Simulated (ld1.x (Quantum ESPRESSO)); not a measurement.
bismuth, TM: configuration errors across variants

ld1.x (Quantum ESPRESSO) 7.5 input, shortened:

```
&input
   title='Bi', zed=83., rel=1, dft='PBE', iswitch=3,
   config='[Xe] 4f14 5d10 5f-2 6s1.75 6p3.25'
 /
 &inputp
   pseudotype=2, tm=.true., lloc=1,
   nlcc=.true., rcore=1.00
 /
4
6S  1  0   1.75   0.00  2.00  2.00  0.0
5D  3  2  10.00   0.00  1.30  1.30  0.0
5F  4  3  -2.00   0.05  2.15  2.15  0.0
6P  2  1   3.25   0.00  1.90  1.90  0.0
 &test
   configts(1)='5d10 6s1.75 6p3.25'
 /
```

All-electron excitation energies from the reference (eV): (1) 5d10 6s2 6p3 -2.487; (2) 5d10 6s2 6p2 5.425; (3) 5d10 6s2 6p1 20.672; (4) 5d10 6s2 6p2.5 0.610; (5) 5d10 6s0 6p5 18.014; (6) 5d10 6s2 6p3.3 -3.581; (7) 5d10 6s1 6p3 16.244.

3 further variants failed, have other tests or another functional or relativity, and are left out.

A true bound ghost makes a file unfit for plane-wave use even where its test errors are small: the radial tests pick states by their node count and pass the ghost by.

Errors AE − PS in meV (a dash: test not solved or not reliable):

```tsv
change	(1)	(2)	(3)	(4)	(5)	(6)	(7)	bound ghosts
base	+0.3	-2.4	-9.6	-1.1	-8.1	+1.2	-0.8	s
wave 5f channel at 0.05 Ry: rc 2.15 bohr becomes 5f channel at -0.1 Ry: rc 2.15 bohr	+0.3	-2.4	-9.6	-1.1	-8.1	+1.2	-0.8	s
core correction none	+0.6	-1.7	-4.3	-0.8	+4.2	+1.5	+2.1	s
local potential all-electron potential smoothed inside 1.45 bohr (lloc = -1)	+0.3	-4.2	-14	-1.3	-21	+0.7	-11	f, s, p
```

**Question.** Give the same row for: wave 6p (bound): rc 1.90 bohr becomes 6p (bound): rc 2.08 bohr.

**Answer.** +0.3, -3.5, -11, -1.5, -18, +1.3, -2.5; bound ghosts: none.
